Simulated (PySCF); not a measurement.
Molecule: `O=S(=O)(Cl)C(F)(F)F`, CClF3O2S.

Geometry:
```json
{"atom": "O1", "x (Å)": "1.326", "y (Å)": "-0.178", "z (Å)": "1.467"}
{"atom": "S2", "x (Å)": "0.953", "y (Å)": "-0.116", "z (Å)": "0.077"}
{"atom": "O3", "x (Å)": "1.411", "y (Å)": "-1.054", "z (Å)": "-0.917"}
{"atom": "Cl4", "x (Å)": "1.302", "y (Å)": "1.802", "z (Å)": "-0.611"}
{"atom": "C5", "x (Å)": "-0.919", "y (Å)": "-0.094", "z (Å)": "-0.007"}
{"atom": "F6", "x (Å)": "-1.327", "y (Å)": "-1.294", "z (Å)": "0.340"}
{"atom": "F7", "x (Å)": "-1.383", "y (Å)": "0.804", "z (Å)": "0.829"}
{"atom": "F8", "x (Å)": "-1.303", "y (Å)": "0.180", "z (Å)": "-1.232"}
```

Geometry PBE0-D3(BJ)/def2-SVP throughout; GIAO in PySCF 2.14.0 with density-fitted response routines, gas phase, one conformer, non-relativistic; equivalent atoms averaged; functional PBE0.

Question: How do the absolute shieldings σ depend on the basis set? (ppm; last column core-seconds on 1 thread of an Arm Neoverse V1, shared host)

Answer: 
```tsv
basis set	functions	O1/O3	S2	Cl4	C5	F6/F7/F8	core-s
STO-3G	48	63.0	621.8	796.4	139.7	364.4	3.9
6-31G	80	-6.4	195.7	232.9	70.1	259.6	8
6-31G*	120	61.0	204.2	368.2	74.8	279.9	12
6-311+G(2d,p)	232	32.1	148.1	310.9	61.6	259.3	28
```

Question: Which nucleus moves most, in ppm?

Answer: Cl4 (chlorine bonded to S): from 232.9 ppm with 6-31G to 796.4 ppm with STO-3G. The smallest spread is 69.4 ppm, at O1/O3.

Question: Taking the largest basis, 6-311+G(2d,p) (232 functions), as the yardstick, rank the others by their worst heavy-atom deviation.

Answer: 6-31G* 57.3 ppm (120 functions), 6-31G 78.0 ppm (80 functions), STO-3G 485.6 ppm (48 functions).

A small basis that lands close on one nucleus may do so by chance; judge by the trend and by all nuclei.
